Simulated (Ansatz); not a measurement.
One change: `CB[SiH](O)S` becomes `O[SiH]([SiH3])S`.

Ansatz, PBE0-D4/def2-TZVP geometries, multiplicity 1. Each molecule was computed in one conformer, which needn't be the lowest.

```json
{"property": "HOMO–LUMO gap (B3LYP/def2-TZVPP) / eV", "`CB[SiH](O)S`": "6.13"}
{"property": "size of the dipole moment (PBE/def2-TZVPP) / D", "`CB[SiH](O)S`": "0.45"}
{"property": "LUMO energy (ωB97M-V/def2-TZVPP) / eV", "`CB[SiH](O)S`": "1.24"}
{"property": "HOMO energy (PBE0/def2-TZVPP) / eV", "`CB[SiH](O)S`": "-6.94"}
{"property": "HOMO–LUMO gap (PBE/def2-TZVPP) / eV", "`CB[SiH](O)S`": "4.59"}
{"property": "HOMO energy (PBE/def2-TZVPP) / eV", "`CB[SiH](O)S`": "-5.83"}
```

**Question.** Give the same properties after the change, and the shifts. (An estimate is asked.)

**Answer.** Ansatz gave: 
```json
{"property": "HOMO–LUMO gap (B3LYP/def2-TZVPP) / eV", "`O[SiH]([SiH3])S`": "6.82", "shift": "0.69"}
{"property": "size of the dipole moment (PBE/def2-TZVPP) / D", "`O[SiH]([SiH3])S`": "1.59", "shift": "1.14"}
{"property": "LUMO energy (ωB97M-V/def2-TZVPP) / eV", "`O[SiH]([SiH3])S`": "1.39", "shift": "0.15"}
{"property": "HOMO energy (PBE0/def2-TZVPP) / eV", "`O[SiH]([SiH3])S`": "-7.61", "shift": "-0.67"}
{"property": "HOMO–LUMO gap (PBE/def2-TZVPP) / eV", "`O[SiH]([SiH3])S`": "5.23", "shift": "0.64"}
{"property": "HOMO energy (PBE/def2-TZVPP) / eV", "`O[SiH]([SiH3])S`": "-6.40", "shift": "-0.57"}
```

With PBE0 the HOMO falls by 0.67 eV and the LUMO rises by 0.07 eV, so the gap widens by about 0.74 eV. PBE moves the HOMO by -0.57 eV and ωB97M-V by -0.76 eV. Dipoles are sizes alone; their direction can turn.

B3LYP here is the variant with VWN-RPA as its local correlation; programs differ in this.
